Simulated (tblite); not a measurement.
Compound: C5H5N2S (doublet state).
Structure used (GFN2-xTB), in Å, numbered top down from 1:
```
atom  x, y, z in Å
C1    -2.0385    0.5992   -0.6890
C2    -1.2578   -0.0868    0.3776
S3    -2.0385   -0.7572    1.6924
C4     0.1245   -0.1721    0.2787
N5     0.8776    0.3335   -0.7363
C6     2.1192    0.0297   -0.4278
C7     2.1283   -0.6793    0.8079
N8     0.8907   -0.7931    1.2273
H9    -2.7412   -0.0988   -1.1430
H10   -2.6175    1.4173   -0.2617
H11   -1.3569    0.9812   -1.4452
H12    2.9457    0.3049   -1.0531
H13    2.9600   -1.0781    1.3545
```

The geometry is computed with GFN2-xTB (gas phase). This method treats the open shell by occupation alone, without spin polarisation.

Take the most abundant isotopes and a rigid rotor. The values belong to one conformer with, in the numbering `[CH3:1][C:2](=[S:3])[C:4]1=[N:5][CH:6][CH:7]=[N:8]1`, C1–C2–C4–N5 0°.

Give the principal moments of inertia and the rotational constants in MHz.

Ia = 133.30, Ib = 376.21, Ic = 506.39 u·Å²; 505379 MHz·u·Å²/I gives A = 3791, B = 1343, C = 998.0 MHz.

What kind of rotor is it?

An asymmetric top. Ray's parameter κ = (2B − A − C)/(A − C) = -0.753; −1 is the prolate and +1 the oblate limit.

Is it planar, by Δ = Ic − Ia − Ib?

Not planar: Δ = Ic − Ia − Ib = -3.12 u·Å². For a rigid frame Δ = −2 Σ m c², so Σ m c² = 1.56 u·Å² lies off the ab plane, practically all of it from hydrogen. The atom farthest from that plane is 0.89 Å away.

Give the other two planar moments, Paa and Pbb, and the rms extents of the mass along the axes.

Paa = Σ m a² = (Ib + Ic − Ia)/2 = 374.65 and Pbb = Σ m b² = (Ia + Ic − Ib)/2 = 131.74 u·Å². With the mass M = 125.02 u, the rms extents √(P/M) along a, b and c are 1.73, 1.03, 0.11 Å.

List the rotational levels J(Ka,Kc) to J = 2 (cm⁻¹).

Above 0(0,0):
J = 1: 1(0,1) 0.0781, 1(1,1) 0.1598, 1(1,0) 0.1713
J = 2: 2(0,2) 0.2332, 2(1,2) 0.3044, 2(1,1) 0.3390, 2(2,1) 0.5840, 2(2,0) 0.5851

Estimate the classical rotational partition function at 25 K, 100 K and 500 K.

Point group Cs, symmetry number σ = 1; q = (√π/σ)·√((kT/h)³/(ABC)), k/h = 20836.6 MHz/K: 9350 at 25 K, 74800 at 100 K, 836000 at 500 K.

For this open shell read J as N, the rotation without spin; fine and hyperfine splittings come on top. Its GFN2-xTB frequencies are all real (lowest 63 cm⁻¹). Constants of a rigid frame at the computed geometry: no zero-point averaging, no centrifugal distortion.

Time: 0.7 s wall. Hardware: one thread, Arm Neoverse V1 (aarch64), on a shared host. This is the geometry optimisation.
